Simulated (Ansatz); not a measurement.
C2H7FSi (`FCC[SiH3]`). Charge 0, multiplicity 1.

```xyz
11

F     1.251   -0.785   -1.375
C     0.980    0.490   -0.900
C    -0.395    0.534   -0.278
Si   -0.677   -0.769    1.055
H     1.755    0.736   -0.166
H     1.069    1.174   -1.748
H    -0.541    1.520    0.175
H    -1.163    0.427   -1.051
H    -0.776   -2.135    0.484
H     0.442   -0.730    2.035
H    -1.946   -0.461    1.769
```

(1) What are the harmonic wavenumbers in cm⁻¹ at PBE0-D4/def2-TZVP (Ansatz, finite differences of forces, unscaled)? (Estimate.)

(2) Is this a minimum?

(3) Give the ideal-gas thermochemistry at 298.15 K and 1 bar (rigid rotor, harmonic oscillator; point group C1, symmetry number 1).

(4) And at 400, 500, 600, 800 and 1000 K?

Results:

(1) Computed: 84, 146, 210, 423, 521, 610, 699, 820, 925, 943, 953, 963, 1000, 1098, 1207, 1225, 1313, 1413, 1432, 1512, 2218, 2223, 2246, 3046, 3054, 3090, 3107.

(2) Yes, all 27 modes are real.

(3) Zero-point energy 218.2 kJ/mol; H(298) − E = 236.3 kJ/mol; entropy 319.3 J/(mol·K), of which translation 163.2, rotation 107.0, vibration 49.1; G(298) − E = 141.1 kJ/mol. Modes under 100 cm⁻¹ are hindered rotations or soft bends, so the harmonic entropy is rough.

(4) 
| T (K) | H − E (kJ/mol) | S (J/mol/K) | G − E (kJ/mol) |
| --- | --- | --- | --- |
| 400 | 246.8 | 349.6 | 107.0 |
| 500 | 259.4 | 377.5 | 70.6 |
| 600 | 273.7 | 403.6 | 31.5 |
| 800 | 306.7 | 450.9 | -54.0 |
| 1000 | 344.1 | 492.5 | -148.4 |
